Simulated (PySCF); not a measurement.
Job file and geometry (Å, from GFN2-xTB) of an NMR shielding run on `[SiH3]C([SiH3])([SiH3])Cl`, CH$_{9}$ClSi$_{3}$, GIAO PBE0/pcSseg-1 NMR shielding, non-relativistic, gas phase (PySCF 2.14.0, density-fitted response routines); density fitting, a coarse starting grid and PySCF grid level 2 are the driver's defaults:

```
$ OMP_NUM_THREADS=1 python probes_run.py task.json out

{"job": {"kind": "nmr", "xc": "PBE0", "basis": "pcSseg-1"}, "charge": 0, "multiplicity": 1}
Si    -0.079921     1.387941    -1.230889
C     -0.131750     0.183590     0.248108
Si    -1.358523    -1.263039     0.041293
Si     1.584007    -0.328830     0.906998
Cl    -0.844409     1.178507     1.601743
H      0.480883     0.677471    -2.380873
H      0.758153     2.531625    -0.874939
H     -1.440696     1.839677    -1.516713
H     -1.432809    -2.000086     1.301564
H     -0.870775    -2.127621    -1.034156
H     -2.674365    -0.719322    -0.290466
H      2.359895     0.878139     1.186910
H      1.405717    -1.099313     2.136638
H      2.243916    -1.139210    -0.117383
```

**Question.** Write the output of this run.

**Answer.** 
```
coarse grid: 13168 points
cycle   1  E = -1371.5075011131  dE =  1.684e-02  |g| = 2.111e-01  |ddm| = 3.319e+00
cycle   2  E = -1371.5134264052  dE = -5.925e-03  |g| = 1.516e-01  |ddm| = 4.702e-01
cycle   3  E = -1371.5188319080  dE = -5.406e-03  |g| = 3.297e-02  |ddm| = 2.442e-01
cycle   4  E = -1371.5190837591  dE = -2.519e-04  |g| = 9.161e-03  |ddm| = 4.961e-02
cycle   5  E = -1371.5191010230  dE = -1.726e-05  |g| = 3.368e-03  |ddm| = 1.257e-02
cycle   6  E = -1371.5191036470  dE = -2.624e-06  |g| = 1.269e-03  |ddm| = 3.970e-03
final grid: 107080 points
cycle   7  E = -1371.5458674125  dE = -1.259e-05  |g| = 5.695e-03  |ddm| = 1.687e-02
cycle   8  E = -1371.5458553353  dE =  1.208e-05  |g| = 8.586e-03  |ddm| = 1.321e-02
cycle   9  E = -1371.5458748749  dE = -1.954e-05  |g| = 8.531e-04  |ddm| = 8.253e-03
cycle  10  E = -1371.5458750023  dE = -1.273e-07  |g| = 1.782e-04  |ddm| = 9.984e-04
cycle  11  E = -1371.5458750110  dE = -8.729e-09  |g| = 2.282e-05  |ddm| = 2.763e-04
cycle  12  E = -1371.5458750111  dE = -1.276e-10  |g| = 5.380e-06  |ddm| = 3.325e-05
converged SCF energy = -1371.5458750111

GIAO shielding tensors (ppm)
atom      isotropic    diamagn.    paramagn.     s11        s22        s33       span
  0 Si     406.287     879.907    -473.620    356.289    391.846    470.727    114.438
  1 C      165.978     259.868     -93.890    137.613    137.779    222.543     84.930
  2 Si     406.303     879.909    -473.607    356.272    391.768    470.868    114.596
  3 Si     406.316     879.908    -473.592    355.999    392.073    470.875    114.877
  4 Cl     812.888    1148.546    -335.658    691.278    692.002   1055.384    364.106
  5 H       27.448      29.479      -2.032     23.756     25.028     33.560      9.804
  6 H       27.530      29.351      -1.821     23.825     25.976     32.788      8.962
  7 H       27.528      29.347      -1.819     23.828     25.968     32.787      8.960
  8 H       27.530      29.351      -1.820     23.827     25.973     32.791      8.963
  9 H       27.446      29.476      -2.030     23.756     25.025     33.558      9.802
 10 H       27.530      29.351      -1.821     23.828     25.973     32.790      8.962
 11 H       27.529      29.352      -1.823     23.825     25.972     32.790      8.965
 12 H       27.528      29.348      -1.820     23.826     25.968     32.788      8.963
 13 H       27.450      29.484      -2.034     23.757     25.029     33.563      9.805
```

**Question.** Turn these shieldings into chemical shifts. δ = σ(ref) − σ, references computed at the same level: TMS for 29Si (349.16 ppm), 13C (186.93 ppm), 1H (31.72 ppm); 35Cl (949.78 ppm) against HCl.

**Answer.** Averaging equivalent atoms: Si 0/2/3: -57.1; C 1: 20.9; Cl 4: 137; H 5/6/7/8/9/10/11/12/13: 4.21 ppm. 

Size and cost of the density-fitted run: 158 basis functions, 45 s wall time on 1 thread of an Arm Neoverse N1, shared host; peak memory 0.74 GiB.
